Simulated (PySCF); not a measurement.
Compound: C₇H₆.
Cartesian coordinates in Å at the PBE0-D3(BJ)/def2-SVP level; atoms count from 1:
```xyz
13
C7H6 angstrom
C      2.787   -0.167    0.929
C      1.705   -0.606    0.602
C      0.414   -1.144    0.223
C      0.019   -1.284   -1.223
C     -0.564   -0.317   -0.575
C     -1.451    0.805   -0.469
C     -1.581    1.514    0.661
H      3.744    0.226    1.215
H      0.015   -1.866    0.954
H      0.208   -1.849   -2.131
H     -2.027    1.067   -1.363
H     -1.002    1.257    1.553
H     -2.259    2.368    0.722
```

Linear response at CAM-B3LYP/def2-SVPD (PySCF, frozen core in the response, non-relativistic).

Static isotropic polarisability: 82.71 au (12.26 Å³), principal values 58.0, 89.9, 100.3 au.

Question: What is the polarisability at 1064 nm and at the sodium D line?

Answer: 83.87 au at 1064 nm (+1.4 %), 86.75 au at 589.3 nm (+4.9 %). The rise at 589.3 nm is 3.50 times that at 1064 nm; a pure ω² law gives 3.26. The lowest singlet lies at 243 nm, shorter than both wavelengths.

Question: What is the isotropic C6 coefficient between two such molecules, C6 = (3/π)∫α(iω)² dω?

Answer: 2417 au (Eh·bohr⁶) by a ten-point quadrature over imaginary frequencies, which is 1440 eV·Å⁶ or 139 J·nm⁶/mol.

Question: Which effective excitation energy ω̄ makes London's formula C6 = (3/4)α²ω̄ exact here?

Answer: ω̄ = 4·C6/(3α²) = 0.471 Eh = 12.8 eV. A one-pole form α(ω) = α/(1 − ω²/ω̄²) fitted to the 1064 nm value gives 9.9 eV.

Question: How many electrons N does the Slater–Kirkwood formula C6 = (3/4)·√N·α^(3/2) need to give this C6?

Answer: N = (4·C6/3)²/α³ = 18.3; the species has 48 electrons in all.

Question: The lowest 6 singlets have (eV, f): 5.09, 0.028; 5.48, 0.399; 5.96, 0.001; 6.25, 0.001; 6.58, 0.023; 6.75, 0.012. What share of the static polarisability do they carry in the sum over states α = Σ f/ω²?

Answer: 11.26 au, 13.6 % of α; the largest term, 9.84 au, is that of the state at 5.48 eV. Their oscillator strengths add up to 0.46. Higher states carry the rest.

Question: What n − 1 at the D line would an ideal gas of it have at 273.15 K and 1 atm (2.6868 × 10¹⁹ cm⁻³), by n − 1 = 2π·N·α′?

Answer: 21.70 × 10⁻⁴, a formal value whether or not that pressure can be reached.

Question: How anisotropic is the static polarisability, by Δα² = ½[(α1 − α2)² + (α2 − α3)² + (α3 − α1)²]?

Answer: Δα = 38.2 au, or 0.46 of the isotropic value.

Question: What molar refraction at the D line follows from R = (4π/3)·N_A·α′, with α′ the polarisability volume?

Answer: α′ = 12.86 Å³ gives R = 32.43 cm³/mol, for isolated, non-vibrating species.

One conformer stands for the species.
